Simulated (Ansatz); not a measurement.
C2H7BO3, SMILES B(OC)(CO)O. Atoms are numbered in the order given.

```xyz
13

C      2.4891    -0.1427    -0.2426
O      1.2830     0.5900    -0.1322
B      0.0773    -0.0059     0.0348
O     -0.0669    -1.3585     0.0746
C     -1.2332     0.8803     0.2129
O     -2.4063     0.0430     0.1733
H      2.3147    -1.2290    -0.2093
H      3.1638     0.1377     0.5828
H      2.9845     0.1131    -1.1934
H     -1.0126    -1.5366     0.2232
H     -1.2183     1.3670     1.2047
H     -1.2918     1.7065    -0.5195
H     -2.6981    -0.0129    -0.7452
```

Geometry: B3LYP-D3(BJ)/def2-SVP. The values are those of a single conformer.

Two levels are set side by side: PBE-D3(BJ)/def2-SVP (Ansatz, an electronic-structure program) and B3LYP-D3(BJ)/def2-SVP (Ansatz). Each level has its own optimised geometry; the coordinates shown are those of the second. Differences are taken from unrounded values.

```tsv
quantity	B3LYP-D3(BJ)
mean bond length (Å)	1.218
bond C1–O2 (Å)	1.416
bond O2–B3 (Å)	1.355
bond B3–O4 (Å)	1.361
bond B3–C5 (Å)	1.592
bond C5–O6 (Å)	1.442
bond C1–H7 (Å)	1.101
bond C1–H8 (Å)	1.102
bond C1–H9 (Å)	1.102
bond O4–H10 (Å)	0.974
bond C5–H11 (Å)	1.105
bond C5–H12 (Å)	1.106
bond O6–H13 (Å)	0.965
```

Question: What does PBE-D3(BJ) give, and how far is it from B3LYP-D3(BJ)? (An estimate is asked for; the answer gives what the named calculation found.)

Answer: 
| quantity | PBE-D3(BJ) | PBE-D3(BJ) minus B3LYP-D3(BJ) |
|---|---|---|
| mean bond length (Å) | 1.227 | 0.008 |
| bond C1–O2 (Å) | 1.421 | 0.005 |
| bond O2–B3 (Å) | 1.364 | 0.009 |
| bond B3–O4 (Å) | 1.369 | 0.008 |
| bond B3–C5 (Å) | 1.598 | 0.006 |
| bond C5–O6 (Å) | 1.449 | 0.008 |
| bond C1–H7 (Å) | 1.109 | 0.009 |
| bond C1–H8 (Å) | 1.110 | 0.008 |
| bond C1–H9 (Å) | 1.111 | 0.008 |
| bond O4–H10 (Å) | 0.987 | 0.013 |
| bond C5–H11 (Å) | 1.113 | 0.008 |
| bond C5–H12 (Å) | 1.114 | 0.008 |
| bond O6–H13 (Å) | 0.974 | 0.009 |

GGA bonds tend to be longer and softer than those of functionals with exact exchange. Differences between two approximate levels are no errors against the true value.
